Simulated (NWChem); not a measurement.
System: sulfur trioxide (SO3); SMILES O=S(=O)=O

Input file for NWChem:

```
start job
memory heap 200 mb stack 900 mb global 1100 mb
geometry units angstroms noautosym nocenter noautoz
  O     -1.019236    -1.019236     0.000000
  S      0.000000     0.000000     0.000000
  O     -0.373066     1.392302     0.000000
  O      1.392302    -0.373066     0.000000
end
basis spherical
  * library def2-svpd
end
dft
  xc pbe0
  iterations 150
end
property
  response 1 0.0
end
task dft property
```

Parts of the log:

```
             Northwest Computational Chemistry Package (NWChem) 7.3.0
             --------------------------------------------------------

                             Geometry "geometry" -> ""
                             -------------------------

 Output coordinates in angstroms (scale by  1.889725989 to convert to a.u.)

  No.       Tag          Charge          X              Y              Z
 ---- ---------------- ---------- -------------- -------------- --------------
    1 O                    8.0000    -1.01923600    -1.01923600     0.00000000
    2 S                   16.0000     0.00000000     0.00000000     0.00000000
    3 O                    8.0000    -0.37306600     1.39230200     0.00000000
    4 O                    8.0000     1.39230200    -0.37306600     0.00000000

 Effective nuclear repulsion energy (a.u.)     181.6712275646

                              NWChem Property Module
                              ----------------------

                                 NWChem DFT Module
                                 -----------------

 Summary of "ao basis" -> "ao basis" (spherical)
 ------------------------------------------------------------------------------
       Tag                 Description            Shells   Functions and Types
 ---------------- ------------------------------  ------  ---------------------
 O                         def2-svpd                 9       23   4s3p2d
 S                         def2-svpd                11       27   5s4p2d

            General Information
            -------------------
          SCF calculation type: DFT
          Wavefunction type:  closed shell.
          No. of atoms     :     4
          No. of electrons :    40
           Alpha electrons :    20
            Beta electrons :    20
          Charge           :     0
          Spin multiplicity:     1
          Use of symmetry is: off; symmetry adaption is: off
          Maximum number of iterations: 150
          AO basis - number of functions:    96
                     number of shells:    38
          Convergence on energy requested:  1.00D-06
          Convergence on density requested:  1.00D-05
          Convergence on gradient requested:  5.00D-04

              XC Information
              --------------
                         PBE0 Method XC Functional
                     Hartree-Fock (Exact) Exchange  0.250
          PerdewBurkeErnzerhof Exchange Functional  0.750
            Perdew 1991 LDA Correlation Functional  1.000 local
           PerdewBurkeErnz. Correlation Functional  1.000 non-local

             Grid Information
             ----------------
          Grid used for XC integration:  medium
          Radial quadrature: Mura-Knowles
          Angular quadrature: Lebedev.
          Tag              B.-S. Rad. Rad. Pts. Rad. Cut. Ang. Pts.
          ---              ---------- --------- --------- ---------
          O                   0.60       49          10.0       434
          S                   1.00       88           9.0       590
          Grid pruning is: on
          Number of quadrature shells:   235
          Spatial weights used:  Erf1

      Superposition of Atomic Density Guess
      -------------------------------------

 Sum of atomic energies:        -621.43453750

      Non-variational initial energy
      ------------------------------

 Total energy =    -622.961479
 1-e energy   =   -1219.567359
 2-e energy   =     414.934653
 HOMO         =      -0.431501
 LUMO         =      -0.051395

   convergence    iter        energy       DeltaE   RMS-Dens  Diis-err
 ---------------- ----- ----------------- --------- --------- ---------
 d= 0,ls=0.0,diis     1   -622.9022515829 -8.05D+02  2.53D-02  1.97D+00
 d= 0,ls=0.0,diis     2   -622.6052588985  2.97D-01  1.53D-02  5.41D+00
 d= 0,ls=0.0,diis     3   -623.1190914769 -5.14D-01  1.12D-03  2.44D-02
 d= 0,ls=0.0,diis     4   -623.1211642214 -2.07D-03  2.87D-04  2.74D-03
 d= 0,ls=0.0,diis     5   -623.1214214697 -2.57D-04  1.53D-05  2.05D-06
 d= 0,ls=0.0,diis     6   -623.1214216863 -2.17D-07  2.87D-06  4.69D-08

         Total DFT energy =     -623.121421686251
      One electron energy =    -1217.742887258557
           Coulomb energy =      464.000129540880
    Exchange-Corr. energy =      -51.049891533180
 Nuclear repulsion energy =      181.671227564607

 Numeric. integr. density =       40.000000445658

                       DFT Final Molecular Orbital Analysis
                       ------------------------------------

 Vector   18  Occ=2.000000D+00  E=-4.260387D-01
              MO Center= -4.6D-01, -4.5D-01, -1.5D-09, r^2= 2.1D+00
   Bfn.  Coefficient  Atom+Function         Bfn.  Coefficient  Atom+Function
  ----- ------------  ---------------      ----- ------------  ---------------
     7      0.511690  1 O  pz                10      0.357397  1 O  pz
    57     -0.257455  3 O  pz                80     -0.254236  4 O  pz
    60     -0.179823  3 O  pz                83     -0.177574  4 O  pz
    42     -0.100078  2 S  d -1              44      0.099354  2 S  d  1
    13      0.072677  1 O  pz                63     -0.036567  3 O  pz

 Vector   19  Occ=2.000000D+00  E=-4.260369D-01
              MO Center=  4.6D-01,  4.5D-01,  7.9D-09, r^2= 2.1D+00
   Bfn.  Coefficient  Atom+Function         Bfn.  Coefficient  Atom+Function
  ----- ------------  ---------------      ----- ------------  ---------------
    57      0.442207  3 O  pz                80     -0.444066  4 O  pz
    60      0.308866  3 O  pz                83     -0.310164  4 O  pz
    44      0.100079  2 S  d  1              42      0.099354  2 S  d -1
    63      0.062808  3 O  pz                86     -0.063072  4 O  pz
    70     -0.038449  3 O  d -1              95     -0.038606  4 O  d  1

 Vector   20  Occ=2.000000D+00  E=-3.742213D-01
              MO Center=  1.8D-05,  1.8D-05,  1.8D-09, r^2= 2.6D+00
   Bfn.  Coefficient  Atom+Function         Bfn.  Coefficient  Atom+Function
  ----- ------------  ---------------      ----- ------------  ---------------
    55      0.382269  3 O  px                79     -0.382269  4 O  py
     5     -0.279833  1 O  px                 6      0.279833  1 O  py
    58      0.277823  3 O  px                82     -0.277823  4 O  py
     8     -0.203374  1 O  px                 9      0.203374  1 O  py
    56      0.102426  3 O  py                78     -0.102426  4 O  px

 Vector   21  Occ=0.000000D+00  E=-1.100653D-01
              MO Center=  1.6D-06,  1.6D-06, -2.2D-07, r^2= 2.1D+00
   Bfn.  Coefficient  Atom+Function         Bfn.  Coefficient  Atom+Function
  ----- ------------  ---------------      ----- ------------  ---------------
    37      0.730876  2 S  pz                34      0.438672  2 S  pz
     7     -0.321741  1 O  pz                57     -0.321742  3 O  pz
    80     -0.321742  4 O  pz                10     -0.289742  1 O  pz
    60     -0.289744  3 O  pz                83     -0.289744  4 O  pz
    40      0.239055  2 S  pz                31      0.219619  2 S  pz

 Vector   22  Occ=0.000000D+00  E=-1.001246D-01
              MO Center= -6.3D-07, -7.5D-07,  3.2D-07, r^2= 3.0D+00
   Bfn.  Coefficient  Atom+Function         Bfn.  Coefficient  Atom+Function
  ----- ------------  ---------------      ----- ------------  ---------------
    27      1.006470  2 S  s                 28      0.728618  2 S  s
    26      0.274821  2 S  s                 56      0.254631  3 O  py
    78      0.254631  4 O  px                 3     -0.247945  1 O  s
    53     -0.247942  3 O  s                 76     -0.247942  4 O  s
    43      0.242650  2 S  d  0              59      0.230615  3 O  py

 Vector   23  Occ=0.000000D+00  E= 4.422484D-02
              MO Center= -7.9D-05, -8.7D-05,  1.5D-05, r^2= 1.0D+01
   Bfn.  Coefficient  Atom+Function         Bfn.  Coefficient  Atom+Function
  ----- ------------  ---------------      ----- ------------  ---------------
    28      4.592001  2 S  s                  4     -1.760944  1 O  s
    54     -1.760843  3 O  s                 77     -1.760848  4 O  s
    27      0.813421  2 S  s                 26     -0.432199  2 S  s
    62      0.406958  3 O  py                84      0.406959  4 O  px
    48     -0.319790  2 S  d  0              11     -0.297922  1 O  px

     Multipole analysis of the density
     ---------------------------------

     L   x y z        total         alpha         beta         nuclear
     -   - - -        -----         -----         ----         -------
     0   0 0 0     -0.000000    -20.000000    -20.000000     40.000000

     1   1 0 0      0.000021      0.000011      0.000011      0.000000
     1   0 1 0      0.000021      0.000011      0.000011     -0.000000
     1   0 0 1     -0.000000     -0.000000     -0.000000      0.000000

     2   2 0 0    -23.514797    -56.274645    -56.274645     89.034493
     2   1 1 0     -0.000041     -0.000034     -0.000034      0.000027
     2   1 0 1     -0.000000     -0.000000     -0.000000      0.000000
     2   0 2 0    -23.514797    -56.274645    -56.274645     89.034493
     2   0 1 1     -0.000000     -0.000000     -0.000000      0.000000
     2   0 0 2    -19.012422     -9.506211     -9.506211      0.000000

 *** CALLING NEW AORESP DRIVER FOR CLOSED AND OPEN SHELLS ***
 Entering AOResponse driver routine

--------------------------------------------------------------------------------

          -----------------------------------------------
          Solving response equations for perturbing field
          -----------------------------------------------

 number of frequencies:     1
 frequency in a.u.:  0.0000000E+00
 Perturbing field: electric
 Using El. Dipole Length Gauge

 Setting up CPKS with frequency omega =      0.00000000 a.u.

 STATIC response

                                NWChem CPHF Module
                                ------------------

  scftype          =     RHF
  nclosed          =       20
  nopen            =        0
  variables        =     1520
  # of vectors     =        3
  tolerance        = 0.10D-03
  level shift      = 0.00D+00
  max iterations   =       50
  max subspace     =       30

 SCF residual:    4.0958263822196080E-005

Iterative solution of linear equations
  No. of variables     1520
  No. of equations        3
  Maximum subspace       30
        Iterations       50
       Convergence  1.0D-04

   iter   nsub   residual    time
   ----  ------  --------  ---------
     1      3    6.02D+00       4.1
     2      6    2.38D+00       5.1
     3      9    1.09D-01       6.1
     4     12    1.61D-02       7.0
     5     15    2.40D-03       8.0
     6     18    6.70D-04       8.9
     7     21    1.86D-05       9.9

 Electric Dipole Response Matrix (nonzero elements):

              1        2        3
    1   32.8365   0.0000  -0.0000
    2    0.0000  32.8365   0.0000
    3   -0.0000   0.0000  20.5542

 ------------------------------------------
 average:        28.74241 + I       0.00000

 DFT Linear Response polarizability / au
 Frequency  =       0.0000000 / au
              X              Y              Z
 -----------------------------------------------
 X      32.8365228      0.0000290     -0.0000005
 Y       0.0000290     32.8365217      0.0000013
 Z      -0.0000005      0.0000013     20.5541966
 -----------------------------------------------
 Eigenvalues =      32.8365512     32.8364932     20.5541966
 Isotropic   =      28.7424137
 Anisotropic =      12.2823257
 -----------------------------------------------

 Magnetic Dipole Response Matrix (nonzero elements):

 Exiting AOResponse driver routine
```

Level: PBE0/def2-SVPD. Structure relaxed at the PBE0/def2-SVP level.
